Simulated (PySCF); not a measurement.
Match the calculated data to a structure.

| technique | computed result |
| --- | --- |
| UV, strongest line | among the 8 lowest singlet transitions: S5 at 7.14 eV (174 nm, f = 0.432) [TDDFT B3LYP/def2-SVPD] |
| Dipole | 0.06 D [B3LYP/def2-SVPD] |
| Polarisability | 86.1 au [B3LYP/def2-SVPD] |
| UV, first state | lowest singlet excitation: 6.10 eV (203 nm, f = 0.000) [TDDFT B3LYP/def2-SVPD] |
| Triplet | lowest triplet excitation (Tamm–Dancoff): 4.41 eV [TDA B3LYP/def2-SVPD] |
| Rotational structure | rotational constants A, B, C: 4.001, 1.880, 1.563 GHz [GFN2-xTB] |

Gas-phase values; electronic properties from PySCF, density fitting. Levels stand in brackets. Isolated species at its GFN2-xTB geometry (one conformer only).

Question: Which candidate is it?
A. `C1C[C@H]2CC[C@@H]1C2`
B. `C=C(C)CC(=C)C`
C. `CC#CC(C)(C)C`
D. `C1CCC2(C1)CC2`

Answer: B. It is `C=C(C)CC(=C)C`. Numbering: `[CH2:1]=[C:2]([CH3:3])[CH2:4][C:5](=[CH2:6])[CH3:7]`. Its formula, C7H12, gives 2 degrees of unsaturation: 0 rings and 2 π bonds in the structure found. The optimised geometry has point group C2 and is an asymmetric top.

The others, at the same levels:
- `C1CCC2(C1)CC2` fails: its computed lowest singlet excitation is 7.01 eV (177 nm, f = 0.020) (against 6.10 eV), lowest triplet excitation (Tamm–Dancoff) is 6.93 eV (against 4.41 eV) and strongest line among the 8 lowest singlet transitions is S7 at 8.05 eV (154 nm, f = 0.040) (against S5 at 7.14 eV).
- `CC#CC(C)(C)C` fails: its computed lowest singlet excitation is 6.37 eV (195 nm, f = 0.033 summed over 2 states within 0.01 eV) (against 6.10 eV), lowest triplet excitation (Tamm–Dancoff) is 5.61 eV (against 4.41 eV) and rotational constant A is 4.443 GHz (against 4.001 GHz).
- `C1C[C@H]2CC[C@@H]1C2` fails: its computed lowest singlet excitation is 7.44 eV (167 nm, f = 0.000) (against 6.10 eV), lowest triplet excitation (Tamm–Dancoff) is 7.31 eV (against 4.41 eV) and strongest line among the 8 lowest singlet transitions is S7 at 8.62 eV (144 nm, f = 0.075) (against S5 at 7.14 eV).

Each candidate is one conformer, not necessarily the lowest. Dipoles, sizes and rotational constants follow the conformer. The torsions of the flexible species, by atom-mapped SMILES:
- `[CH2:1]=[C:2]([CH3:3])[CH2:4][C:5](=[CH2:6])[CH3:7]`: C1–C2–C4–C5 -112°, C2–C4–C5–C6 -112°

The conformers of `C1CCC2(C1)CC2` and `C1C[C@H]2CC[C@@H]1C2` aren't listed.
